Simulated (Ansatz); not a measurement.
Mulliken charges of CH4O2Sn (`O=C[O][SnH3]`) from B3LYP/def2-TZVPP in Ansatz (PBE0-D4/def2-TZVP geometry).

```
atom   x (Å)   y (Å)   z (Å)  charge (e)
  O1   1.046  -0.639   1.236      -0.360
  C2   1.463   0.211   0.477       0.249
  O3   0.755   0.735  -0.479      -0.449
 Sn4  -1.102  -0.144  -0.413       0.776
  H5   2.486   0.611   0.537       0.101
  H6  -1.846   0.257   1.056      -0.098
  H7  -0.937  -1.798  -0.743      -0.098
  H8  -1.773   0.710  -1.727      -0.122
```

**Question.** By hand: the dipole of these point charges (1 e Å = 4.8032 D).

**Answer.** Σ q r = (-0.466, -0.033, -0.197) e Å, of length 0.507 e Å = 2.44 D.

**Question.** How does the dipole of the full density compare? (Estimate.)

**Answer.** Computed: (-0.219, 0.085, -0.208) e Å, 1.51 D; the point charges give 1.62 times that, at 28° from its direction.

Point charges leave out the atoms' own dipoles, such as those of lone pairs, and Mulliken's split depends on the basis, so the two needn't agree.

B3LYP here is the variant with VWN-RPA as its local correlation; programs differ in this.
